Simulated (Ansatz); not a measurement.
Hg₅⁺. Total charge 1; doublet. Geometry PBE0/def2-SVP; atoms count from 1.

```xyz
5

Hg   -0.814   -2.685    2.430
Hg   -3.786    0.117    0.392
Hg   -0.769   -0.355    0.411
Hg    1.501    0.847   -0.927
Hg    3.868    2.076   -2.306
```

In the def2 sets Hg takes a core potential; there is no spin–orbit coupling. The structure comes from a short search, and lower isomers may exist.

Q: Estimate the Mulliken populations from the PBE0/def2-TZVP orbitals of Ansatz.

A: 
```json
{"atom": "Hg1", "charge (e)": "0.16", "spin (α − β)": "0.13", "d electrons": "9.99"}
{"atom": "Hg2", "charge (e)": "0.17", "spin (α − β)": "0.15", "d electrons": "9.99"}
{"atom": "Hg3", "charge (e)": "0.25", "spin (α − β)": "0.28", "d electrons": "9.99"}
{"atom": "Hg4", "charge (e)": "0.23", "spin (α − β)": "0.23", "d electrons": "9.99"}
{"atom": "Hg5", "charge (e)": "0.19", "spin (α − β)": "0.20", "d electrons": "9.98"}
```
Mulliken values and Mayer orders depend strongly on the basis.

Q: Where does the spin sit?

A: Summed by element: Hg 1.00, of 1 unpaired in all. Largest on single atoms: Hg3 0.28, Hg4 0.23, Hg5 0.20.

Q: And the Mayer bond orders between bonded heavy atoms (over 0.3)?

A: Hg1–Hg3 0.32 (3.08 Å); Hg2–Hg3 0.33 (3.05 Å); Hg3–Hg4 0.38 (2.90 Å); Hg4–Hg5 0.33 (3.00 Å).
